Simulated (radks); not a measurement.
All-electron atom: the barium ion Ba2+ in [Xe] (the NIST ground configuration). Calculated with a radial shooting solver on a logarithmic mesh with Libxc functionals: scalar-relativistic Kohn-Sham, BLYP, spin-polarised, spherical densities, finite nucleus; Fermi nuclear charge, rms radius 4.8378 fm.

Unscreened Slater integrals over Kohn-Sham orbitals (hartree). They are taken over the spin-up orbitals.

integral,value
"F0(5p,5p)",0.47429
"F2(5p,5p)",0.25577
"F0(5p,5s)",0.50767
"G1(5p,5s)",0.33892
"F0(5p,4d)",0.59294
"F2(5p,4d)",0.16855
"G1(5p,4d)",0.049129
"G3(5p,4d)",0.047211
"F0(5s,5s)",0.55150
"F0(5s,4d)",0.67375
"G2(5s,4d)",0.077198
"F0(4d,4d)",1.1259
"F2(4d,4d)",0.57264
"F4(4d,4d)",0.38215
